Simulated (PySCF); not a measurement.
Diatomics of Be with the fifth-period p block

r²SCAN with double-zeta basis sets in PySCF, for the lowest determinant that a PBE0 search found; no spin–orbit coupling. De refers to high-spin ground-configuration atoms. A positive dipole means M(−)Be(+).

```
 M                       basis  state (unpaired electrons)  Re (Å)  ωe (cm⁻¹)  De (eV)  μ (D)
Sn  aug-cc-pVDZ/aug-cc-pVDZ-PP              triplet (π ↑↑)   2.349        461     1.48   1.12
Sb                  x2c-SVPall         quartet (σ ↑, π ↑↑)   2.414        457     1.39  -0.24
 I                    def2-SVP               doublet (σ ↑)   2.212        594     3.06   0.63
```

The shortest bond is that of BeI (2.212 Å), the longest that of BeSb (2.414 Å).

The rows differ in basis set, which adds steps of its own.

The state changes along the series, so neighbouring rows are not always alike in their bonding.

These are scalar-relativistic numbers at best; spin–orbit coupling would shift them, the dissociation energy most. States were picked by a PBE0 search and need not be the measured ground states.
